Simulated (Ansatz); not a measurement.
Frontier orbitals of CH$_{7}$GaSi (`[SiH3][CH2][GaH2]`).

Charge 0, multiplicity 1. Correlated methods include outer-core shells of Ga, which these sets cover unevenly. Scalar relativity is left out up to krypton. Geometry: relaxed with PBE0-D4/def2-TZVP. Basis def2-TZVPP, the Gaussian-basis code of Ansatz.

Orbital energies of one run (eV). Highest occupied ones, from the top: -7.62, -8.03, -8.91, -9.03, -9.67, -11.46, -11.99, -14.10, -18.92, -22.57, -22.61, -22.73, -22.74, -22.90. Empty: -1.95, 0.03, 0.91, 1.10, 1.41, 1.67.

Task: Which functional gave them?
A. revPBE
B. ωB97M-V
C. HSE06 (plane-wave form)
D. r2SCAN

Result: C. HOMO energies: HSE06 -7.62, r2SCAN -7.10, revPBE -6.79, ωB97M-V -10.17 eV.
